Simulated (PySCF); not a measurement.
FH7OSi3, SMILES O[Si@@H](F)[SiH2][SiH3].

Coordinates come from a r2SCAN-D4/def2-SVP optimisation. The structure was generated by enumeration; whether it is a known compound was not checked. Other conformers were not sampled.

Two levels are set side by side: PBE/def2-TZVP (PySCF) and CAM-B3LYP/def2-TZVP (PySCF). Same geometry, gas phase. Differences are taken from unrounded values.

| quantity | CAM-B3LYP | PBE | PBE minus CAM-B3LYP |
|---|---|---|---|
| orbital gap (eV) | 9.74 | 5.52 | -4.22 |
| highest occupied level (eV) | -9.22 | -6.83 | 2.39 |
| lowest empty level (eV) | 0.52 | -1.31 | -1.83 |
| dipole moment (D) | 1.54 | 1.45 | -0.08 |
| mean polarisability (bohr³) | 86.5 | 91.5 | 5.1 |

PBE's occupied levels lie high since its potential decays too fast outside the molecule; exact exchange lowers them and widens the gap. PBE's more diffuse valence density responds more strongly to a field. Differences between two approximate levels are no errors against the true value.

Rough cost on one machine, each run with all the roots and properties that it gave: CAM-B3LYP against PBE within a factor of 2.
